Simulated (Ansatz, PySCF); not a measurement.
Gas-phase reaction (SMILES): CO[Si](S)(OC)OC + F (HF) → CO[Si](F)(OC)OC + S (H2S); hydrogen fluoride cleaves one Si-S bond, a model of a ligand-exchange step.

Each molecule is optimised on its own at B3LYP-D3(BJ)/def2-TZVP (Ansatz, an electronic-structure program), one conformer each, not searched for the lowest. Valence correlation only, unless marked. No spin-orbit coupling. No relativistic terms. Basis-set limits of correlation are two-point, X^-3; Hartree-Fock from the larger set. [CCSD(T)-MP2]/basis is that difference in the basis named. Thermal terms are rigid-rotor harmonic-oscillator values from B3LYP-D3(BJ) frequencies (Ansatz or PySCF) at 298.15 K and 1 atm. 1 Eh = 627.5095 kcal/mol.

```
species          E, RI-MP2/CBS(aug-cc-pV(T+d)Z,aug-cc-pV(Q+d)Z)+[CCSD(T)-MP2]/aug-cc-pV(T+d)Z (Ansatz) (Eh)  E, PBE/def2-TZVPD (Ansatz) (Eh)  H - E (Eh)
---------------  ------------------------------------------------------------------------------------------  -------------------------------  ----------
CO[Si](S)(OC)OC                                                                                 -1032.69830                      -1033.28204     0.15199
F (HF)                                                                                           -100.39388                       -100.39521     0.01259
CO[Si](F)(OC)OC                                                                                  -734.15681                       -734.48027     0.14425
S (H2S)                                                                                          -398.97028                       -399.22829     0.01881
```

**Question.** Work out ΔE and ΔH at 298.15 K at the first level, then ΔH at the second.

**Answer.** 
1. ΔE = [(-734.15681) + (-398.97028)] - [(-1032.69830) + (-100.39388)] = -0.03491 Eh = -21.9 kcal/mol at RI-MP2/CBS(aug-cc-pV(T+d)Z,aug-cc-pV(Q+d)Z)+[CCSD(T)-MP2]/aug-cc-pV(T+d)Z.
2. The terms H - E add up to -0.00152 Eh, so ΔH = (-0.03491 + (-0.00152))×627.5095 = -22.9 kcal/mol.
3. At PBE/def2-TZVPD the same steps give ΔE = -19.6 and ΔH = -20.6 kcal/mol, a shift of +2.3 from the first level.
4. These values are not checked against measurement here, since the tables used lack a sound gas-phase enthalpy of formation for at least one species.
